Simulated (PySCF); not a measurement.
Ga(H)3 anion (GaH3), SMILES [GaH3] (connectivity only; charge and spin as stated), charge -1, multiplicity 2.

Coordinates come from a PBE0-D3(BJ)/def2-TZVPD optimisation. The multiplicity is an assumed one; other spin states were not compared. The isomer is the one that the SMILES or the coordinates give; other isomers of the formula were not compared.

Computed with M06-2X/def2-TZVPD run with PySCF.

Gas-phase values at a fixed geometry. A positive occupied level means that this level leaves the electron formally unbound; only the finite basis holds it.

Computed frontier levels, dipole moment and polarisability:
```json
{
 "α spin, highest occupied and lowest empty level": "0.34 and 4.77 eV",
 "β spin, highest occupied and lowest empty level": "-3.42 and 2.13 eV",
 "dipole_moment_about_the_centre_of_nuclear_charge": "0.014 e·Å",
 "mean_static_polarisability": "82.5 bohr³ (12.22 Å³)",
 "polarisability_principal_values": "74.9, 74.9, 97.7 bohr³",
 "⟨S²⟩": "0.752 (pure state 0.75)"
}
```
